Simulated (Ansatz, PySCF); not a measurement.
Pair of molecules: NH3 (SMILES N) (first 4 atoms) with H2S (SMILES S); geometry from B3LYP-D3(BJ)/def2-TZVP, rigid monomers moved along the line of their centres of mass till N1···H7 is 1.94 Å.
(charge 0, multiplicity 1):
```csv
atom,x (Å),y (Å),z (Å)
N,0.0062,0.1635,0.3251
H,-0.7772,-0.4607,0.1701
H,-0.1930,1.0317,-0.1588
H,0.8211,-0.2526,-0.1111
S,0.6277,0.7742,3.5011
H,-0.3436,-0.0357,3.9510
H,0.3495,0.5049,2.1997
```

Counterpoise-corrected where a basis set is named; no monomer relaxation.

Cores are frozen in the correlated methods. CBS(a, b) extrapolates the correlation energy as X⁻³ and adds the Hartree–Fock energy of set b.

Codes used: Ansatz (Gaussian orbitals); PySCF for the dispersion terms. Each number belongs to the level named beside it.

The comparison value is -2.72 kcal/mol (CCSD(T)/CBS(aug-cc-pV(D+d)Z, aug-cc-pV(T+d)Z)). It is a level with limits of its own, not the exact answer.

### Question
Order these levels by how close they come to the comparison value for the interaction energy, closest first: r2SCAN/def2-TZVPPD, r2SCAN-D3(BJ)/def2-TZVPPD, CCSD(T)/aug-cc-pV(T+d)Z. Give each level's value less the comparison value.

### Answer
CCSD(T)/aug-cc-pV(T+d)Z (0.39 kcal/mol), r2SCAN/def2-TZVPPD (-0.69 kcal/mol), r2SCAN-D3(BJ)/def2-TZVPPD (-0.98 kcal/mol)

Ansatz is a quantum-chemistry and plane-wave program.
